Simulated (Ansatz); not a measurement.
Calculated with Ansatz (gas phase, PBE0-D4/def2-TZVP geometries, no zero-point term in ΔE). CCSD(T)/CBS adds triple-zeta CCSD(T) − MP2 to the extrapolated MP2 energy (def2 sets, frozen cores). DFT in def2-TZVPP. For Se outer-core shells are correlated without core-valence functions, which leaves a few kJ/mol of doubt a bond. Scalar relativity is left out up to krypton. Each species was taken in one conformer, which may not be the lowest.

`CC(=S)[SeH]` + `C[SiH2]C(N)F` → `NC(F)[SeH]` + `C[SiH2]C(C)=S`  (redistribution)

`CC(=S)[SeH]`:

```xyz
8

C     0.744    0.304    0.300
C    -0.197   -0.762   -0.158
S     0.156   -2.339   -0.213
Se   -1.916   -0.191   -0.705
H     0.907    1.035   -0.498
H     0.321    0.842    1.153
H     1.697   -0.138    0.586
H    -1.712    1.249   -0.466
```

`C[SiH2]C(N)F`:

Cartesian coordinates in Å:
```
C 1.404 0.661 0.893
Si 0.793 -0.751 -0.167
C -1.088 -0.590 -0.433
N -1.455 0.682 -0.904
F -1.715 -0.914 0.808
H 2.467 0.543 1.113
H 1.277 1.623 0.389
H 0.864 0.690 1.842
H 1.455 -0.744 -1.500
H 1.053 -2.059 0.489
H -1.453 -1.346 -1.136
H -1.158 1.433 -0.297
H -2.443 0.771 -1.098
```

`NC(F)[SeH]`:

```xyz
8

N     0.915   -0.804    0.431
C    -0.042   -0.146   -0.355
F    -1.060   -1.004   -0.684
Se   -0.842    1.414    0.581
H     1.843   -0.424    0.335
H     0.656   -0.908    1.402
H     0.410    0.207   -1.282
H    -1.879    1.666   -0.428
```

`C[SiH2]C(C)=S`:

Z-matrix (Å, degrees):
```
C
Si 1 1.857
H 1 1.093 2 110.2
H 1 1.091 2 110.6 3 120.3
H 1 1.091 2 110.6 3 -120.3
C 2 1.897 1 112.7 3 179.9
H 2 1.492 1 111.6 3 -59.9
H 2 1.492 1 111.6 3 59.8
S 6 1.620 2 119.8 1 -0.4
C 6 1.491 2 117.5 1 179.7
H 10 1.090 6 111.9 2 180.0
H 10 1.096 6 109.9 2 58.0
H 10 1.096 6 109.9 2 -58.1
```

Is it downhill or uphill in electronic energy at CCSD(T)/CBS, and by how much? (Best estimate.)

Ansatz gave: Uphill: ΔE = +19.5 kJ/mol.

What do these levels give: PBE0-D4, ωB97M-V, PBE, CCSD/def2-TZVPP, CCSD(T)/def2-TZVPP, CCSD/CBS(def2)? (Estimate.)

The calculation gave: PBE0-D4 21.8, ωB97M-V 18.8, PBE 27.0, CCSD/def2-TZVPP 17.3, CCSD(T)/def2-TZVPP 19.0, CCSD/CBS(def2) 17.8 kJ/mol.

Largest T1 diagnostic among the species: 0.014.

From PBE to PBE0 (25 % exact exchange), in def2-TZVPP and without D4, ΔE moves by −4.9 kJ/mol. In def2-TZVPP, CCSD(T) changes the Hartree–Fock value by +7.6 kJ/mol (the triples alone add +1.7 kJ/mol) and MP2 by +12.9 kJ/mol.
